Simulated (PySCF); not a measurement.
# Ionisation energy of Xe by level of theory

Xe [Xe] (1S) → Xe⁺ [Kr] 4d10 5s2 5p5 (2P), as a difference of total energies. Calculation: PySCF 2.14, in cc-pVDZ-PP with ECP28MDF (4s3p2d, 23 functions); scalar relativity through the core potential. Correlated levels: valence: 4s2 4p6 4d10 frozen. The calculations carry no spin-orbit coupling.

| method | ionisation energy (eV) |
| --- | --- |
| UHF | 11.590 |
| M06-2X | 12.359 |
| MN15 | 12.248 |
| MP2 (valence) | 12.161 |
| SCS-MP2 (valence) | 12.095 |
| CCSD (valence) | 12.069 |
| CCSD(T) (valence) | 12.068 |

Errors of the correlated levels include the incompleteness of this basis and the frozen core.

Q: Which method comes closest to the reference value, and which is furthest?

A: The reference is 12.565 eV (measured; NIST levels, between the centres of gravity of the two terms). Closest: M06-2X (error -0.206 eV); furthest: UHF (error -0.975 eV).
